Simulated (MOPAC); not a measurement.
MOPAC input (PM7):

```
PM7 1SCF GEO-OK AUX(PRECISION=9) THREADS=1
O2Ti

Ti   -0.06250600 1   -0.34995900 1   -0.15182700 1
O     1.12299600 1    0.66889600 1   -0.65083000 1
O    -0.95110600 1    0.29349200 1    1.06835500 1
```

Output:

```
 *******************************************************************************
 **                                                                           **
 **                              MOPAC v23.2.5                                **
 **                                                                           **
 *******************************************************************************
 ** MOPAC's Digital Object Identifier: https://doi.org/10.5281/zenodo.6511958 **
 **                                                                           **
 ** Please cite the open-source release paper for use of this MOPAC version:  **
 ** J. E. Moussa and J. J. P. Stewart (2026)                                  **
 ** MOPAC: An open-source semiempirical molecular orbital program             **
 ** J. Open Source Softw., 11(119), 8025, https://doi.org/10.21105/joss.08025 **
 *******************************************************************************

                              PM7 CALCULATION RESULTS

 *******************************************************************************
 *  PM7        - The PM7 Hamiltonian to be used
 *  GEO-OK     - OVERRIDE INTERATOMIC DISTANCE AND OTHER SAFETY CHECKS
 *  1SCF       - DO 1 SCF AND THEN STOP
 *  AUX        - OUTPUT AUXILIARY INFORMATION
 *******************************************************************************
PM7 1SCF GEO-OK AUX(PRECISION=9) THREADS=1
 O2Ti

   ATOM   CHEMICAL          X               Y               Z
  NUMBER   SYMBOL      (ANGSTROMS)     (ANGSTROMS)     (ANGSTROMS)

     1      Ti         -0.06250600  *  -0.34995900  *  -0.15182700  *
     2       O          1.12299600  *   0.66889600  *  -0.65083000  *
     3       O         -0.95110600  *   0.29349200  *   1.06835500  *

          CARTESIAN COORDINATES

    NO.       ATOM           X           Y           Z

     1        Ti         -0.0625     -0.3500     -0.1518
     2         O          1.1230      0.6689     -0.6508
     3         O         -0.9511      0.2935      1.0684

 General Reference for PM7:
 "Optimization of Parameters for Semiempirical Methods VI: More Modifications to the
 NDDO Approximations and Re-optimization of Parameters", J. J. P. Stewart, J. Mol. Mod., 1:32, 19 (2013)
 https://link.springer.com/article/10.1007/s00894-012-1667-x

           Empirical Formula: O2 Ti  =     3 atoms

      MOLECULAR POINT GROUP   :   C2v

      RHF CALCULATION, NO. OF DOUBLY OCCUPIED LEVELS = 8

 -------------------------------------------------------------------------------
 PM7 1SCF GEO-OK AUX(PRECISION=9) THREADS=1
 O2Ti

     1SCF WAS SPECIFIED, SO BFGS WAS NOT USED
     SCF FIELD WAS ACHIEVED

                              PM7 CALCULATION
                                                       MOPAC v23.2.5 Linux

          FINAL HEAT OF FORMATION =        -69.36525 KCAL/MOL =    -290.22421 KJ/MOL

          COSMO AREA              =         94.48 SQUARE ANGSTROMS
          COSMO VOLUME            =         84.34 CUBIC ANGSTROMS

          IONIZATION POTENTIAL    =         10.885803 EV
          HOMO LUMO ENERGIES (EV) =        -10.886 -3.247
          NO. OF FILLED LEVELS    =          8
          MOLECULAR WEIGHT        =         79.8988         POINT GROUP:  C2v

          MOLECULAR DIMENSIONS (Angstroms)

            Atom       Atom       Distance
            O     3    O     2     2.72000
            O     2   Ti     1     0.91808
            O     2   Ti     1     0.00000

          SCF CALCULATIONS        =          1

   ATOM   CHEMICAL          X               Y               Z
  NUMBER   SYMBOL      (ANGSTROMS)     (ANGSTROMS)     (ANGSTROMS)

     1      Ti         -0.06250600  *  -0.34995900  *  -0.15182700  *
     2       O          1.12299600  *   0.66889600  *  -0.65083000  *
     3       O         -0.95110600  *   0.29349200  *   1.06835500  *

                             CARTESIAN COORDINATES

   1   Ti       -0.062506000    -0.349959000    -0.151827000
   2    O        1.122996000     0.668896000    -0.650830000
   3    O       -0.951106000     0.293492000     1.068355000

           Empirical Formula: O2 Ti  =     3 atoms

      MOLECULAR POINT GROUP   :   C2v

                  EIGENVALUES
 -27.97904 -27.57825 -13.79651 -13.19435 -12.39054 -11.94355 -11.59778 -10.88580
  -3.24671  -1.66887  -0.61565  -0.05337   0.73297   2.19466  11.99820  12.08717
  12.16425

              NET ATOMIC CHARGES AND DIPOLE CONTRIBUTIONS

  ATOM NO.   TYPE          CHARGE      No. of ELECS.   s-Pop       p-Pop       d-Pop
    1         Ti           0.574924        3.4251     0.39407     0.30334     2.72766
    2          O          -0.287462        6.2875     1.73522     4.55224
    3          O          -0.287462        6.2875     1.73522     4.55224
 DIPOLE           X         Y         Z       TOTAL
 POINT-CHG.    -0.410    -2.295    -0.996     2.535
 HYBRID        -0.502    -2.811    -1.220     3.105
 SUM           -0.912    -5.106    -2.215     5.640

          ATOMIC ORBITAL ELECTRON POPULATIONS

     Atom    s        px        py        pz      x^2-y^2     xz        z^2       yz        xy
    1 Ti   0.39407   0.12718   0.07248   0.10368   0.70063   0.36791   0.68310   0.51856   0.45746
    2  O   1.73522   1.53529   1.59705   1.41991
    3  O   1.73522   1.47741   1.53839   1.53645

 **********************
 *                    *
 * JOB ENDED NORMALLY *
 *                    *
 **********************

 == MOPAC DONE ==
```

The geometry given is a B3LYP-D3(BJ)/def2-TZVP minimum.
